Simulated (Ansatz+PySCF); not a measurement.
**singlet AlCl3: levels of theory in one basis**

```xyz
4

Al    0.0225   -0.0352   -0.0274
Cl    2.1244   -0.0067   -0.0197
Cl   -1.0471    1.7515   -0.0067
Cl   -1.0503   -1.8456    0.0184
```

Basis set: def2-SVP (spherical functions). Frozen core: 20 orbitals. Charge 0, multiplicity 1.

Computed with Ansatz (development build ahead of 0.2.0); each method stands on the lowest determinant of its kind that the runs found.

```json
{"method": "RHF", "E − E(RHF) (eV)": "0.00", "<S²> of the determinant": "0.00"}
{"method": "RHF-CCSD", "E − E(RHF) (eV)": "-13.15", "<S²> of the determinant": "–"}
{"method": "RHF-CCSD(T)", "E − E(RHF) (eV)": "-13.42", "<S²> of the determinant": "–"}
```

Question: What does RHF-MP2 give on the same scale?

Answer: -12.14 eV.

Question: Is a single determinant a sound starting point here?

Answer: By this sign, yes. Unrestricted orbitals gain 0.00 eV and <S²> is 0.00 against 0.00 for a pure state.
